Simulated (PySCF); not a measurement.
# Electron correlation in Re+ (rhenium, charge +1)

[Xe] 4f14 5d5 6s1, high-spin 7S determinant. All numbers are calculated (PySCF 2.14, a scalar-relativistic core potential, in aug-cc-pwCVDZ-PP with ECP60MDF). Frozen: 5s2 5p6; 6 electrons correlated.

```json
{"level": "CCSD", "correlation energy (mhartree)": "-78.95"}
{"level": "(T)", "correlation energy (mhartree)": "-0.89"}
{"level": "CCSD(T)", "correlation energy (mhartree)": "-79.84"}
```

Diagnostics: T1 = 0.0040, D1 = 0.0121, largest double amplitude 0.021.

Cost of the coupled-cluster step: about 4 core-seconds, for 6 correlated electrons.
